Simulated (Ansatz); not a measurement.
Steps of a relaxation of `B[CH2][Ga]([CH3])[F]` with RKS PBE-D4/def2-SVP.

```sh
$ ansatz run in.yaml --threads 4 --pin off --events-out ev --progress --plain --max-ram 10444MiB
```

```yaml
crystal:
  periodic: [false, false, false]
  atoms:
    - {symbol: B, position_ang: [-1.763700, 0.602700, -0.058800]}
    - {symbol: C, position_ang: [-0.649500, 0.563200, -1.141400]}
    - {symbol: Ga, position_ang: [1.111700, -0.065700, -0.301600]}
    - {symbol: C, position_ang: [1.471700, -0.955600, 1.021600]}
    - {symbol: F, position_ang: [1.846500, 1.073800, -0.470700]}
    - {symbol: H, position_ang: [-1.567400, 0.979900, 1.039100]}
    - {symbol: H, position_ang: [-2.910100, 0.539000, -0.410400]}
    - {symbol: H, position_ang: [-0.779300, 1.338000, -1.941800]}
    - {symbol: H, position_ang: [-0.622000, -0.430800, -1.548400]}
    - {symbol: H, position_ang: [2.325300, -1.377900, 1.499800]}
    - {symbol: H, position_ang: [0.735400, -0.559100, 1.846300]}
    - {symbol: H, position_ang: [0.878300, -1.762800, 0.500300]}
basis:
  gaussian: {orbitals: def2-SVP}
hamiltonian: {xc: pbe, dispersion: d4}
relax: {f_tol: 0.03, max_steps: 200}
```

Positions (Å) and forces (eV/Å) along the path, 10 of 18 steps:

```xyz
12
step=1 energy=-57925.8912 eV
B    -1.764    0.603   -0.059   -0.130    0.972   -1.303
C    -0.649    0.563   -1.141    0.634   -1.077    1.089
Ga    1.112   -0.066   -0.302  -19.523  -18.316   -3.105
C     1.472   -0.956    1.022   -1.436   -5.982    7.607
F     1.847    1.074   -0.471   19.651   28.849   -4.972
H    -1.567    0.980    1.039    0.187   -0.155    1.316
H    -2.910    0.539   -0.410   -0.644   -0.259    0.006
H    -0.779    1.338   -1.942    0.409   -0.438    0.263
H    -0.622   -0.431   -1.548   -1.475   -1.207   -1.664
H     2.325   -1.378    1.500    1.203   -0.382    0.270
H     0.735   -0.559    1.846    1.002   -0.661   -1.114
H     0.878   -1.763    0.500    0.121   -1.343    1.607
12
step=2 energy=-57931.2024 eV
B    -1.773    0.637   -0.074   -0.187    0.507   -0.488
C    -0.651    0.535   -1.142    0.605   -1.069    0.534
Ga    1.075   -0.023   -0.318   -6.773   -2.716   -2.118
C     1.443   -1.006    1.057   -1.122   -3.286    3.491
F     1.962    1.223   -0.517    7.546    9.553   -1.905
H    -1.565    0.967    1.061    0.075   -0.107    0.625
H    -2.928    0.532   -0.410   -0.424   -0.106   -0.009
H    -0.763    1.323   -1.932    0.413   -0.368    0.233
H    -0.675   -0.457   -1.592   -1.381   -0.609   -1.242
H     2.340   -1.397    1.512    0.794   -0.104    0.035
H     0.745   -0.577    1.847    0.477   -0.485   -0.438
H     0.867   -1.812    0.543   -0.022   -1.211    1.281
12
step=4 energy=-57934.1549 eV
B    -1.807    0.657   -0.096   -0.053    0.056   -0.018
C    -0.666    0.459   -1.148   -0.293   -0.278   -0.149
Ga    1.039    0.223   -0.277    0.265    0.169   -0.100
C     1.371   -1.090    1.085   -0.207   -0.281    0.145
F     2.292    1.405   -0.606    0.631    0.645   -0.211
H    -1.580    0.958    1.070   -0.037    0.040   -0.027
H    -2.974    0.515   -0.412   -0.097   -0.027    0.009
H    -0.715    1.286   -1.897    0.094   -0.063    0.071
H    -0.854   -0.480   -1.721   -0.286    0.162   -0.174
H     2.381   -1.348    1.456   -0.100    0.160   -0.185
H     0.749   -0.666    1.900    0.030   -0.257    0.306
H     0.840   -1.973    0.681    0.052   -0.327    0.333
12
step=6 energy=-57934.3994 eV
B    -1.884    0.708   -0.163    0.086   -0.089   -0.035
C    -0.726    0.421   -1.177   -0.294   -0.042   -0.218
Ga    1.001    0.174   -0.252    0.084   -0.048    0.025
C     1.402   -1.161    1.146    0.114   -0.066    0.098
F     2.280    1.375   -0.628   -0.173   -0.136    0.054
H    -1.663    1.220    0.933   -0.031    0.079   -0.175
H    -3.049    0.457   -0.435    0.051   -0.075    0.056
H    -0.677    1.376   -1.767    0.206   -0.027    0.147
H    -0.968   -0.369   -1.933    0.021    0.228    0.228
H     2.487   -1.238    1.384   -0.219    0.043   -0.081
H     0.860   -0.855    2.072    0.086   -0.032   -0.121
H     1.015   -2.164    0.853    0.069    0.165    0.022
12
step=7 energy=-57934.4670 eV
B    -1.902    0.705   -0.182    0.009    0.163    0.084
C    -0.749    0.404   -1.184   -0.276    0.423   -0.401
Ga    0.970    0.124   -0.243    0.005   -0.026    0.073
C     1.418   -1.184    1.159    0.098   -0.014   -0.040
F     2.223    1.349   -0.612   -0.107   -0.086    0.016
H    -1.684    1.388    0.837   -0.094   -0.190   -0.400
H    -3.060    0.352   -0.395    0.203   -0.071    0.152
H    -0.613    1.422   -1.676    0.158   -0.412    0.273
H    -0.986   -0.318   -2.004    0.066    0.165    0.281
H     2.507   -1.232    1.361   -0.058    0.027   -0.043
H     0.902   -0.874    2.092   -0.007   -0.006   -0.016
H     1.049   -2.193    0.883    0.002    0.026    0.022
12
step=8 energy=-57934.4850 eV
B    -1.929    0.774   -0.235   -0.276   -0.891    0.701
C    -0.768    0.431   -1.200   -0.230    1.120   -0.600
Ga    0.927    0.099   -0.220   -0.113   -0.097    0.087
C     1.422   -1.204    1.166    0.046   -0.014   -0.036
F     2.174    1.316   -0.610   -0.025   -0.006   -0.001
H    -1.714    1.507    0.755   -0.214   -0.044   -0.592
H    -3.041    0.178   -0.299    0.673    0.539    0.022
H    -0.508    1.458   -1.641    0.070   -0.738    0.217
H    -0.998   -0.269   -2.035    0.109    0.097    0.231
H     2.516   -1.225    1.330   -0.019    0.020   -0.027
H     0.929   -0.900    2.113   -0.011    0.003    0.002
H     1.066   -2.222    0.909   -0.011    0.012   -0.002
12
step=10 energy=-57934.6359 eV
B    -1.892    0.760   -0.213   -0.659    0.130    0.299
C    -0.794    0.517   -1.232    0.502   -0.008   -0.386
Ga    0.871    0.047   -0.181   -0.416    0.568   -0.220
C     1.417   -1.252    1.161    0.056   -0.217    0.068
F     2.014    1.378   -0.538    0.070   -0.179    0.083
H    -1.813    1.726    0.551   -0.038   -0.211   -0.113
H    -2.892    0.036   -0.149    0.363    0.103    0.165
H    -0.408    1.467   -1.676    0.078   -0.223    0.097
H    -0.974   -0.255   -2.009    0.006    0.008    0.035
H     2.519   -1.268    1.251    0.014   -0.024    0.003
H     0.986   -0.944    2.137   -0.004    0.039   -0.030
H     1.041   -2.268    0.930    0.029    0.014    0.000
12
step=12 energy=-57934.7307 eV
B    -1.879    0.792   -0.235    0.016   -0.113    0.130
C    -0.801    0.560   -1.287   -0.001    0.104   -0.074
Ga    0.765    0.121   -0.105   -0.044   -0.102   -0.005
C     1.369   -1.270    1.139   -0.079    0.033    0.033
F     1.975    1.397   -0.390    0.091    0.078    0.026
H    -1.925    1.848    0.377   -0.029   -0.005   -0.019
H    -2.634   -0.111    0.098    0.017    0.063   -0.016
H    -0.347    1.454   -1.758   -0.062   -0.008   -0.097
H    -0.919   -0.292   -1.989    0.056   -0.022    0.073
H     2.475   -1.307    1.105    0.001   -0.037    0.021
H     1.057   -0.980    2.166    0.027   -0.017   -0.060
H     0.942   -2.266    0.913    0.007    0.026   -0.012
12
step=17 energy=-57934.7602 eV
B    -1.822    0.781   -0.210    0.039   -0.008   -0.037
C    -0.770    0.549   -1.292   -0.033    0.012    0.021
Ga    0.808    0.223   -0.083    0.009   -0.011   -0.009
C     1.319   -1.270    1.078   -0.060    0.003    0.015
F     1.983    1.559   -0.198   -0.008    0.004   -0.002
H    -2.025    1.900    0.229   -0.008    0.012    0.005
H    -2.400   -0.160    0.311    0.007   -0.004   -0.009
H    -0.435    1.405   -1.908    0.002   -0.004    0.008
H    -0.811   -0.407   -1.856   -0.002    0.001    0.017
H     2.408   -1.458    1.015   -0.014    0.000    0.008
H     1.067   -0.988    2.122    0.041    0.006    0.000
H     0.755   -2.189    0.827    0.026   -0.012   -0.017
12
step=18 energy=-57934.7609 eV
B    -1.825    0.788   -0.216   -0.004   -0.012    0.003
C    -0.772    0.552   -1.292    0.023   -0.005   -0.001
Ga    0.803    0.219   -0.079   -0.014    0.008    0.006
C     1.318   -1.274    1.080    0.020   -0.004    0.007
F     1.972    1.561   -0.190   -0.003   -0.009    0.003
H    -2.035    1.907    0.221    0.001    0.003   -0.004
H    -2.402   -0.156    0.301   -0.003    0.003    0.004
H    -0.426    1.404   -1.908   -0.002    0.004   -0.007
H    -0.812   -0.408   -1.849   -0.008    0.004    0.000
H     2.406   -1.460    0.998    0.002   -0.001   -0.004
H     1.094   -0.991    2.129   -0.003    0.005   -0.002
H     0.757   -2.197    0.839   -0.008    0.003   -0.006
```

Run time 23 s (4 threads of an Arm Neoverse V2 on a shared host); peak host memory 0.18 GiB.
